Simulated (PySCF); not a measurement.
PySCF 2.14 output of an unrestricted HSE06 calculation on a single atom or ion in cc-pVDZ-X2C (8s7p5d3f1g, 84 functions), with scalar relativity by spin-free X2C-1e:

```
SCF conv_tol = 1e-09
number electrons alpha = 35  beta = 31
    J. Heyd, G. E. Scuseria, and M. Ernzerhof.,  J. Chem. Phys. 118, 8207 (2003)
    J. Heyd, G. E. Scuseria, and M. Ernzerhof.,  J. Chem. Phys. 124, 219906 (2006)
    A. V. Krukau, O. A. Vydrov, A. F. Izmaylov, and G. E. Scuseria.,  J. Chem. Phys. 125, 224106 (2006)
cycle= 1 E= -12156.2713529932  delta_E= -0.00384  |g|= 0.367  |ddm|= 0.709
cycle= 2 E= -12156.2195543962  delta_E= 0.0518  |g|= 0.73  |ddm|= 0.467
cycle= 3 E= -12156.28739112  delta_E= -0.0678  |g|= 0.0139  |ddm|= 0.297
cycle= 4 E= -12156.2874169153  delta_E= -2.58e-05  |g|= 0.00114  |ddm|= 0.0127
cycle= 5 E= -12156.2874171881  delta_E= -2.73e-07  |g|= 6.72e-05  |ddm|= 0.00176
cycle= 6 E= -12156.2874171901  delta_E= -1.94e-09  |g|= 2.76e-05  |ddm|= 0.000213
cycle= 7 E= -12156.2874171903  delta_E= -2e-10  |g|= 2.42e-06  |ddm|= 4.47e-05
converged SCF energy = -12156.2874171903  <S^2> = 6.0056131  2S+1 = 5.0022447
```

The run itself started from symmetry-adapted Hartree-Fock orbitals and held the occupation by maximum overlap, on a logarithmic radial grid, so the iterations belong to that start.

Task: Which element, charge and spin multiplicity is this?

Result: Dy (dysprosium, neutral), multiplicity 5; the state was [Xe] 4f10 6s2, one real determinant.

⟨L²⟩ = 34.01 against 42 for a pure I term, so this real determinant mixes terms. Spin-orbit coupling, absent here, splits the open shell strongly.
